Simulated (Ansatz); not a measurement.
`O=CBBr` and `O=CB[TeH]` differ in one atom or group.

Ansatz, PBE0-D4/def2-TZVP geometries, multiplicity 1. Each molecule was computed in one conformer, which needn't be the lowest.

Elements past krypton have def2 core potentials. Scalar relativity is left out up to krypton.

| property | `O=CBBr` |
| --- | --- |
| LUMO energy (B3LYP/def2-TZVPP) / eV | -2.77 |
| zero-point energy (PBE0-D4/def2-TZVP) / kJ/mol | 81.7 |
| LUMO energy (ωB97M-V/def2-TZVPP) / eV | -0.47 |
| LUMO energy (PBE0/def2-TZVPP) / eV | -2.56 |
| HOMO energy (PBE/def2-TZVPP) / eV | -5.93 |
| HOMO–LUMO gap (ωB97M-V/def2-TZVPP) / eV | 9.34 |

What does the change do to each property? (Best estimate.)

The calculation gave: 
```json
{"property": "LUMO energy (B3LYP/def2-TZVPP) / eV", "`O=CB[TeH]`": "-2.25", "shift": "0.52"}
{"property": "zero-point energy (PBE0-D4/def2-TZVP) / kJ/mol", "`O=CB[TeH]`": "98.6", "shift": "16.9"}
{"property": "LUMO energy (ωB97M-V/def2-TZVPP) / eV", "`O=CB[TeH]`": "-0.14", "shift": "0.33"}
{"property": "LUMO energy (PBE0/def2-TZVPP) / eV", "`O=CB[TeH]`": "-2.08", "shift": "0.48"}
{"property": "HOMO energy (PBE/def2-TZVPP) / eV", "`O=CB[TeH]`": "-5.53", "shift": "0.40"}
{"property": "HOMO–LUMO gap (ωB97M-V/def2-TZVPP) / eV", "`O=CB[TeH]`": "9.29", "shift": "-0.05"}
```

With PBE0 the HOMO rises by 0.35 eV and the LUMO rises by 0.48 eV, so the gap widens by about 0.13 eV. PBE moves the HOMO by 0.40 eV and ωB97M-V by 0.37 eV. The zero-point energy changes by 16.9 kJ/mol with +3 modes.

B3LYP here is the variant with VWN-RPA as its local correlation; programs differ in this.

Spin–orbit coupling is left out; it splits and shifts lone-pair levels of the heavy atoms by tenths of an eV.
